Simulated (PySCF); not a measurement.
## Correlation energy of P⁺ (phosphorus, charge +1)

[Ne] 3s2 3p1 4s1, high-spin 3P determinant (an excited configuration). Calculation: PySCF 2.14, in aug-cc-pVQZ-DK (7s6p4d3f2g, 84 functions); scalar relativity by spin-free X2C-1e. Frozen: [Ne]; 4 electrons correlated.

MP2 pair energies summed by pair of shells (mhartree):

```json
{"pair": "3s-3s", "energy": "-26.03", "share (%)": "43.9"}
{"pair": "3s-3p", "energy": "-21.90", "share (%)": "36.9"}
{"pair": "3s-4s", "energy": "-8.61", "share (%)": "14.5"}
{"pair": "3p-4s", "energy": "-2.74", "share (%)": "4.6"}
```

Total MP2 correlation energy: -59.28 mhartree.

Same-spin part -8.07 and opposite-spin part -51.20 mhartree; SCS-MP2 scales them by 1/3 and 6/5 to -64.14 mhartree.
